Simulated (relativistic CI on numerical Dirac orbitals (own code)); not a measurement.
## Hyperfine structure of Bi³⁵⁺, mass number 207

Computed by Dirac-Coulomb-Breit CI, KLI orbitals optimised for each configuration, model QED (radiative potential, 1s self-energy scaled to tabulated hydrogen-like ionisation energies), unscaled Slater integrals (own radial code, finite nucleus).

Configuration list (outside the closed core [Ar] 3d10): 4s²4p⁶4d¹⁰4f², 4s²4p⁶4d⁹4f³, 4s²4p⁶4d¹⁰4f5s, 4s²4p⁵4d¹⁰4f³, 4s²4p⁶4d¹⁰4f5p, 4s²4p⁶4d¹⁰5s², 4s²4p⁶4d¹⁰5s5p, 4s4p⁶4d¹⁰4f³, 4s²4p⁶4d¹⁰4f5d, 4s²4p⁶4d⁹4f²5s, 4s²4p⁶4d¹⁰5p², 4s²4p⁶4d¹⁰5s5d, 4s²4p⁶4d⁹4f5s², 4s²4p⁶4d¹⁰4f5f, 4s²4p⁶4d¹⁰5p5d, 4s²4p⁶4d⁹4f²5p. Levels of other configurations are missing.

Nuclear spin I = 9/2, μ = 4.0729 μN, Q = -0.76 b (tables of Stone and Pyykkö). The electronic factors are computed for point nuclear moments, without core polarisation or the Bohr-Weisskopf and QED corrections.

```tsv
Level	E (cm⁻¹)	A (MHz)	B (MHz)
4s²4p⁶4d¹⁰4f² ³H4	0.0	6946	-5360
4s²4p⁶4d¹⁰4f² ³F2	27707.0	7011	2560
4s²4p⁶4d¹⁰4f² ³H5	58600.9	4948	-6200
4s²4p⁶4d¹⁰4f² ³F3	76126.6	4390	1850
4s²4p⁶4d¹⁰4f² ³H6	100141.4	4379	-8470
4s²4p⁶4d¹⁰4f² ³P1	139578.2	-302.2	-2060
4s²4p⁶4d¹⁰4f² ³F4	140198.9	3729	653
4s²4p⁶4d¹⁰4f² ¹I6	153327.4	4388	-12100
```

Levels with J = 0, under 50 % of one LS term, or S terms without an open s electron are left out. Small factors come from cancelling terms and can be off by tens of per cent or more.

At this charge energies of transitions that change n are usually good to better than 1 %, and those within a shell (Δn = 0) to a few per cent. Terms inside the open d or f shell come out 10 to 20 % too wide with unscaled integrals.

(1) Give the hyperfine levels of 4s²4p⁶4d¹⁰4f² ³H4 relative to its centre of gravity.

Results:

(1) With K = F(F + 1) − I(I + 1) − J(J + 1), E = AK/2 + B[¾K(K + 1) − I(I + 1)J(J + 1)]/[2I(2I − 1)J(2J − 1)]: F = 1/2: -155300, F = 3/2: -144300, F = 5/2: -126200, F = 7/2: -101000, F = 9/2: -68900, F = 11/2: -30080, F = 13/2: 15170, F = 15/2: 66540, F = 17/2: 123700 MHz.

LS names give the leading component of a level, which can be under half, so a name can repeat, a term be missing and a line seem to break the LS rules.
